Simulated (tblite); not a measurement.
Species: C6H11NOSi.
Atom-mapped SMILES: `[N:1]#[C:2][CH2:3][C@@H:4]1[CH2:5][SiH2:6][CH2:7][CH2:8][O:9]1` (hydrogens: H10, H11 on C3; H12 on C4; H13, H14 on C5; H15, H16 on Si6; H17, H18 on C7; H19, H20 on C8)

Cartesian coordinates in Å at the GFN2-xTB level; atoms count from 1:
```
atom  x, y, z in Å
N1     4.007    0.782   -0.439
C2     3.170    0.009   -0.348
C3     2.099   -0.943   -0.243
C4     0.728   -0.246   -0.332
C5     0.499    0.689    0.856
Si6   -1.256    1.420    0.764
C7    -2.287   -0.077    0.197
C8    -1.505   -0.879   -0.844
O9    -0.229   -1.283   -0.404
H10    2.185   -1.672   -1.053
H11    2.173   -1.475    0.709
H12    0.692    0.343   -1.266
H13    0.620    0.114    1.776
H14    1.271    1.459    0.853
H15   -1.303    2.477   -0.255
H16   -1.694    1.912    2.070
H17   -2.502   -0.730    1.043
H18   -3.243    0.215   -0.236
H19   -2.024   -1.813   -1.082
H20   -1.406   -0.292   -1.770
```

Computed values, GFN2-xTB/tblite, gas phase, harmonic and unscaled. The method is semi-empirical: single wavenumbers can be off by several per cent or more. Modes of hydrogen on silicon can be 10 to 20 % off. One conformer, not necessarily the lowest.

Harmonic wavenumbers (cm⁻¹): 51.3, 85.0, 133.0, 146.0, 254.9, 296.5, 313.4, 352.1, 384.9, 444.7, 466.9, 515.1, 557.9, 576.2, 645.9, 692.8, 755.7, 764.6, 801.5, 812.2, 877.7, 929.0, 964.9, 998.2, 1005.4, 1037.3, 1083.1, 1090.7, 1114.4, 1160.7, 1172.2, 1217.8, 1239.9, 1260.9, 1295.4, 1325.9, 1334.3, 1353.0, 1423.4, 1461.5, 1464.3, 1474.8, 2225.4, 2267.0, 2412.6, 2815.0, 2853.2, 2947.4, 2962.2, 2974.5, 2976.8, 2986.1, 2996.5, 3001.0.

A = 2659, B = 843.1, C = 681.1 MHz; mass 141.061 u (most abundant isotopes); point group C1, symmetry number 1.

Problem. Zero-point energy?

Solution. Half the sum of the wavenumbers: 34377 cm⁻¹ = 411.24 kJ/mol.

Problem. Entropy at 400 K, 1 bar (ideal gas, RRHO, classical rotation)?

Solution. Translation 176.69, rotation 128.07, vibration 157.93: S = 462.7 J/(mol K).

Problem. And Cp and H(400 K) − H(0)?

Solution. Cp = 213.30 J/(mol K), of which vibrations give 180.04 (their classical limit is 54 R = 449.0); H(400 K) − H(0) = 47.84 kJ/mol without the zero-point energy, 34.54 from vibrations.

Problem. How do the functions run with temperature in this model?

Solution. 
```csv
T (K),S (J/(mol K)),Cp (J/(mol K)),H − H(0) (kJ/mol),G − H(0) (kJ/mol),ln q(vib)
100,287.4,71.8,5.07,-23.67,1.35
200,351.0,117.9,14.52,-55.69,3.61
300,408.1,167.2,28.77,-93.67,6.05
500,514.6,252.2,71.18,-186.12,11.22
800,652.2,332.3,159.98,-361.82,18.97
1000,730.3,366.6,230.05,-500.24,23.85
```

q(vib) and H(0) count from the zero-point level.

Problem. Blend soft modes into free rotors: weight 1/[1 + (100 cm⁻¹/ν̃)⁴] for the oscillator and the rest for a rotor with moment μB/(μ + B), μ = h/(8π²ν), B = 10⁻⁴⁴ kg m². What vibrational entropy results?

Solution. 148.09 J/(mol K) in place of 157.93, which changes −T·S at 400 K by +3.94 kJ/mol.

Problem. What must be added to the electronic energy to get the Gibbs energy at 400 K and 1 bar?

Solution. ZPE + [H(400 K) − H(0)] − T·S = 411.24 + 47.84 − 185.08 = 274.00 kJ/mol.

Problem. Which modes carry the vibrational entropy at 400 K?

Solution. 51.3 cm⁻¹: 22.38; 85.0 cm⁻¹: 18.20; 133.0 cm⁻¹: 14.52; 146.0 cm⁻¹: 13.76; 254.9 cm⁻¹: 9.32; 296.5 cm⁻¹: 8.16 J/(mol K); the other 48 give 71.58 together.

Hindered rotation and anharmonicity are outside this model. Other conformers, if any are populated, would add a mixing term that is left out. The structure is chiral; the term R ln 2 for an equal mix with its mirror image is left out.
